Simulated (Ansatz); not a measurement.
Consider the redistribution: `[OH][Ga]([Br])[Br]` + `[OH][Ga]([OH])[OH]` → 2 `[OH][Ga]([OH])[Br]`.

Calculated with Ansatz (gas phase, PBE0-D4/def2-TZVP geometries, no zero-point term in ΔE). CBS: MP2 limit from def2 TZ/QZ plus the TZ coupled-cluster correction, frozen cores. DFT in def2-TZVPP. For Br, Ga outer-core shells are correlated without core-valence functions, which leaves a few kJ/mol of doubt a bond. Scalar relativity is left out up to krypton. Each species was taken in one conformer, which may not be the lowest.

```
        level  ΔE (kJ/mol)
     BHLYP-D4         -1.3
          PBE         -3.3
         PBE0         -2.6
MP2/CBS(def2)         -1.2
```

Problem. What does CCSD(T)/CBS give? (Estimate.)

Solution. The calculation gave: -1.8 kJ/mol. The listed levels differ from it by 0.5, -1.5, -0.8, 0.6 kJ/mol.

Largest T1 diagnostic among the species: 0.014.

Leaving LDA and LC-ωPBE aside and taking each functional with its dispersion term where it has one, the values, not all of them listed here, spread over 2.5 kJ/mol, from B97M-V to BHLYP-D4.
